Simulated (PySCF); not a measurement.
CCl₄, charge +1, doublet, geometry from GFN2-xTB (a state made from the parent by changing its charge; the spin is typed, not shown lowest); MP2/STO-3G in PySCF.

Input for PySCF:
```python
from pyscf import gto, scf, mp

mol = gto.Mole()
mol.atom = '''
    Cl    1.36638904   -1.14730596   -0.08255112
    C    -0.00000000    0.00000000   -0.00000000
    Cl    0.62363357    1.67300521   -0.04774290
    Cl   -1.08853507   -0.26951840   -1.39017836
    Cl   -0.90148753   -0.25618086    1.52047238
'''
mol.basis = 'sto-3g'
mol.charge = 1
mol.spin = 1
mol.verbose = 4
mol.build()

mf = scf.UHF(mol)
mf.kernel()

pt = mp.MP2(mf, frozen=21)
pt.kernel()
print('E(MP2) = %.10f' % pt.e_tot)
```

Problem. Write the output that PySCF gives for this input, abridged.

Solution. 
```
PySCF version 2.14.0

[INPUT] verbose = 4
[INPUT] num. atoms = 5
[INPUT] num. electrons = 73
[INPUT] charge = 1
[INPUT] spin (= nelec alpha-beta = 2S) = 1
[INPUT] symmetry False subgroup None
[INPUT] Mole.unit = angstrom
[INPUT] Symbol           X                Y                Z      unit          X                Y                Z       unit  Magmom
[INPUT]  1 Cl     1.366389040000  -1.147305960000  -0.082551120000 AA    2.582101065207  -2.168094045481  -0.155999008076 Bohr   0.0
[INPUT]  2 C      0.000000000000   0.000000000000   0.000000000000 AA    0.000000000000   0.000000000000   0.000000000000 Bohr   0.0
[INPUT]  3 Cl     0.623633570000   1.673005210000  -0.047742900000 AA    1.178496649385   3.161521651870  -0.090221005392 Bohr   0.0
[INPUT]  4 Cl    -1.088535070000  -0.269518400000  -1.390178360000 AA   -2.057033159284  -0.509315961531  -2.627056364697 Bohr   0.0
[INPUT]  5 Cl    -0.901487530000  -0.256180860000   1.520472380000 AA   -1.703564536411  -0.484111663756   2.873276378166 Bohr   0.0

nuclear repulsion = 435.481876462506
number of shells = 23
number of NR pGTOs = 123
number of NR cGTOs = 41
basis = sto-3g
ecp = {}

******** <class 'pyscf.scf.uhf.UHF'> ********
method = UHF
initial guess = minao
damping factor = 0
level_shift factor = 0
DIIS = <class 'pyscf.scf.diis.CDIIS'>
diis_start_cycle = 1
diis_space = 8
diis_damp = 0
SCF conv_tol = 1e-09
SCF conv_tol_grad = None
SCF max_cycles = 50
direct_scf = True
direct_scf_tol = 1e-13
number electrons alpha = 37  beta = 36
Set gradient conv threshold to 3.16228e-05
init E= -1854.98769438675

cycle= 1 E= -1854.93913088619  delta_E= 0.0486  |g|= 0.619  |ddm|= 2.42
cycle= 2 E= -1855.1152651534  delta_E= -0.176  |g|= 0.452  |ddm|= 1.58
cycle= 3 E= -1855.24645999153  delta_E= -0.131  |g|= 0.0208  |ddm|= 0.622
cycle= 4 E= -1855.24750390948  delta_E= -0.00104  |g|= 0.00845  |ddm|= 0.0829
cycle= 5 E= -1855.24796317261  delta_E= -0.000459  |g|= 0.00842  |ddm|= 0.0563
cycle= 6 E= -1855.24754975433  delta_E= 0.000413  |g|= 0.00706  |ddm|= 0.0533
cycle= 7 E= -1855.24699440543  delta_E= 0.000555  |g|= 0.00358  |ddm|= 0.142
cycle= 8 E= -1855.24711204541  delta_E= -0.000118  |g|= 0.00277  |ddm|= 0.0384
cycle= 9 E= -1855.24718923649  delta_E= -7.72e-05  |g|= 0.00206  |ddm|= 0.0496
cycle= 10 E= -1855.2472577508  delta_E= -6.85e-05  |g|= 0.00173  |ddm|= 0.0409
cycle= 11 E= -1855.24729559803  delta_E= -3.78e-05  |g|= 0.00175  |ddm|= 0.0215
cycle= 12 E= -1855.24730643776  delta_E= -1.08e-05  |g|= 0.00186  |ddm|= 0.00588
cycle= 13 E= -1855.24729385571  delta_E= 1.26e-05  |g|= 0.00157  |ddm|= 0.0118
cycle= 14 E= -1855.24730560565  delta_E= -1.17e-05  |g|= 0.00106  |ddm|= 0.0248
cycle= 15 E= -1855.24733605124  delta_E= -3.04e-05  |g|= 0.000726  |ddm|= 0.0355
cycle= 16 E= -1855.2473517633  delta_E= -1.57e-05  |g|= 0.000386  |ddm|= 0.0358
cycle= 17 E= -1855.24735378289  delta_E= -2.02e-06  |g|= 0.000268  |ddm|= 0.00959
cycle= 18 E= -1855.24735421212  delta_E= -4.29e-07  |g|= 0.000129  |ddm|= 0.00783
cycle= 19 E= -1855.24735429536  delta_E= -8.32e-08  |g|= 7.2e-05  |ddm|= 0.002
cycle= 20 E= -1855.24735432373  delta_E= -2.84e-08  |g|= 3.79e-05  |ddm|= 0.00148
cycle= 21 E= -1855.24735433221  delta_E= -8.47e-09  |g|= 2.72e-05  |ddm|= 0.000859
cycle= 22 E= -1855.2473543346  delta_E= -2.39e-09  |g|= 1.95e-05  |ddm|= 0.000295
cycle= 23 E= -1855.2473543403  delta_E= -5.71e-09  |g|= 1.36e-05  |ddm|= 0.000419
cycle= 24 E= -1855.24735434323  delta_E= -2.92e-09  |g|= 1.1e-05  |ddm|= 0.000324
cycle= 25 E= -1855.24735434488  delta_E= -1.65e-09  |g|= 9.8e-06  |ddm|= 0.00017
cycle= 26 E= -1855.24735434876  delta_E= -3.88e-09  |g|= 6.65e-06  |ddm|= 0.000448
cycle= 27 E= -1855.24735435013  delta_E= -1.37e-09  |g|= 3.5e-06  |ddm|= 0.000366
cycle= 28 E= -1855.24735435033  delta_E= -2.06e-10  |g|= 2.72e-06  |ddm|= 0.000103
Extra cycle  E= -1855.24735435037  delta_E= -4.37e-11  |g|= 2.6e-06  |ddm|= 1.45e-05
converged SCF energy = -1855.24735435037  <S^2> = 0.75314978  2S+1 = 2.0031473

******** <class 'pyscf.mp.ump2.UMP2'> ********
nocc = (np.int64(16), np.int64(15)), nmo = (20, 20)
frozen orbitals 21
E(UMP2) = -1855.37937192418  E_corr = -0.132017573804769
E(SCS-UMP2) = -1855.37955709508  E_corr = -0.13220274470831
E_corr(same-spin) = -0.030251935220092
E_corr(oppo-spin) = -0.101765638584677
E(MP2) = -1855.3793719242
```
